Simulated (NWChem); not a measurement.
Si2H4S, singlet; SMILES [SiH3][Si]S

```xyz
7

Si    -1.1018     0.1987    -0.0001
S      0.5365     1.5620    -0.0001
H     -0.1732     2.7184     0.0009
Si     0.3634    -1.7137     0.0000
H      1.8296    -1.4059    -0.0061
H      0.0441    -2.5515    -1.2022
H      0.0525    -2.5432     1.2100
```
Atoms are numbered in this order, from 1.

Program: NWChem. Pople sets run with spherical d functions. Low-valent species are run as closed-shell singlets; no triplet was tried in these runs. Structure relaxed at the PBE0/def2-SVP level. Ions are spin-unrestricted doublets at the neutral geometry; other ion states weren't tried.

For level BHandHLYP/6-31+G*:

−ε(HOMO) (eV): 7.45

Task: How do the values read with level r2SCAN/6-31+G* instead?

Result: 
| Item | Result |
|---|---|
| −ε(HOMO) (eV) | 5.80 |
